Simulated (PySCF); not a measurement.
C6H5F2N.
Numbering: `[F:1][CH:2]([F:3])[c:4]1[cH:5][cH:6][cH:7][cH:8][n:9]1`

Cartesian coordinates in Å at the GFN2-xTB level; atoms count from 1:
```
atom  x, y, z in Å
F1     2.624   -1.236   -0.443
C2     2.189    0.007   -0.108
F3     2.695    0.251    1.129
C4     0.682    0.066   -0.096
C5    -0.053   -0.773    0.733
C6    -1.435   -0.670    0.699
C7    -2.014    0.257   -0.152
C8    -1.183    1.044   -0.937
N9     0.135    0.953   -0.912
H10    2.624    0.730   -0.812
H11    0.449   -1.477    1.376
H12   -2.046   -1.301    1.327
H13   -3.085    0.368   -0.208
H14   -1.583    1.782   -1.618
```

Definitions: NICS(0) = −σiso at the ring centroid; NICS(1) = −σiso and NICS(1)zz = −σzz at ±1 Å along the ring normal z. Level: GIAO PBE0/pcSseg-1 (PySCF, non-relativistic, gas phase) on the GFN2-xTB geometry, one conformer.

Ring bond lengths (Å), with Mayer bond orders in brackets: C4–C5 1.389 (1.30), C5–C6 1.386 (1.44), C6–C7 1.385 (1.42), C7–C8 1.388 (1.40), C8–N9 1.321 (1.48), N9–C4 1.324 (1.48).

What do the NICS probes read (ppm)?

| ring | type | NICS(0) | NICS(1), two faces | NICS(1)zz, two faces | rms pucker (Å) | centre to ring atoms, mean (Å) |
| --- | --- | --- | --- | --- | --- | --- |
| C4–C5–C6–C7–C8–N9 | 6-membered ring with N; formal bonds all aromatic | -7.6 | -11.5 / -11.5 | -28.9 / -28.9 | 0.00 | 1.37 |

What do they say, and how far can they be read as aromaticity?

- C4–C5–C6–C7–C8–N9: mean NICS(1)zz -28.9 ppm, shielded. For a flat ring without four-coordinate atoms the NICS criterion counts such a value as aromatic.

What does the geometric index give? HOMA = 1 − mean of α(R − Ropt)² over the ring bonds, with Krygowski's 1993 parameters (CC: Ropt 1.388 Å, α 257.7 Å⁻²; CN: Ropt 1.334 Å, α 93.52 Å⁻²).

- C4–C5–C6–C7–C8–N9: HOMA 1.00; the largest term is that of C8–N9, α(R − Ropt)² = 0.02. The geometric and the magnetic index point the same way.

What is the mean of the two in-plane components of NICS at the first NICS(1) probe listed for ring C4–C5–C6–C7–C8–N9, 1 Å off the ring?

The isotropic value is a third of the trace: (3 × -11.5 − (-28.9))/2 = -2.8 ppm.

List the ring angles and the Hirshfeld charges of the ring atoms.

- C4–C5–C6–C7–C8–N9: C4 123.6° (+0.039 e), C5 117.9° (-0.046 e), C6 118.8° (-0.023 e), C7 118.4° (-0.044 e), C8 123.3° (+0.021 e), N9 118.0° (-0.152 e); sum 720.0° against 720° for a flat convex ring.

How shielded are the nuclei of the rings and their hydrogens (means over atoms taken as equivalent)?

```json
{"atoms": "C4", "environment": "substituted aromatic carbon", "σ isotropic (ppm)": "25.4"}
{"atoms": "C5", "environment": "aromatic CH carbon", "σ isotropic (ppm)": "58.8"}
{"atoms": "C6", "environment": "aromatic CH carbon", "σ isotropic (ppm)": "43.6"}
{"atoms": "C7", "environment": "aromatic CH carbon", "σ isotropic (ppm)": "56.5"}
{"atoms": "C8", "environment": "aromatic CH next to a ring nitrogen", "σ isotropic (ppm)": "32.5"}
{"atoms": "N9", "environment": "pyridine-type nitrogen", "σ isotropic (ppm)": "-84.8"}
{"atoms": "H11", "environment": "aromatic hydrogen", "σ isotropic (ppm)": "23.61"}
{"atoms": "H12", "environment": "aromatic hydrogen", "σ isotropic (ppm)": "23.53"}
{"atoms": "H13", "environment": "aromatic hydrogen", "σ isotropic (ppm)": "24.16"}
{"atoms": "H14", "environment": "aromatic hydrogen", "σ isotropic (ppm)": "22.78"}
```

Time: 24 s wall. Hardware: one thread of an x86-64 server, on a shared host. This is the whole shielding run at PBE0/pcSseg-1, SCF included.
